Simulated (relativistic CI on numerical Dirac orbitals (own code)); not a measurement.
## Slater and spin-orbit integrals, Ca¹⁵⁺

Calculated at this level of theory: Dirac-Coulomb-Breit CI, KLI orbitals optimised for each configuration, QED by a radiative potential, unscaled Slater integrals (own radial code, finite nucleus).

Slater integrals F^k, G^k are unscaled and averaged over j, outside the closed core 1s2; ζ comes from projecting the Hamiltonian with its Breit term on Σ l·s of the shell.

- 2s²2p: ζ(2p) = 24960 cm⁻¹; <r>(2p) = 0.2833, <r^2>(2p) = 0.09709 (bohr units).
- 2s2p²: F^2(2p,2p) = 336110, G^1(2s,2p) = 364790, ζ(2p) = 24628 cm⁻¹; <r>(2s) = 0.3279, <r^2>(2s) = 0.1259, <r>(2p) = 0.284, <r^2>(2p) = 0.09756 (bohr units).
- 2p³: F^2(2p,2p) = 334490, ζ(2p) = 24315 cm⁻¹; <r>(2p) = 0.2853, <r^2>(2p) = 0.09848 (bohr units).

Averages of the first 10 configurations, taken without configuration mixing, which lowers the lowest level and can move excited configurations by several eV; other configurations of the list can lie among them:

```csv
Configuration,Parity,States,Average energy above the lowest level (eV)
2s²2p,odd,6,7.0
2s2p²,even,30,55.7
2p³,odd,20,118.8
2p²3s,even,30,644.7
2p²3p,odd,90,660.0
2p²3d,even,150,674.1
2s²3s,even,2,552.3
2s²3p,odd,6,569.7
2s²3d,even,10,584.0
2s2p3s,odd,24,591.1
```
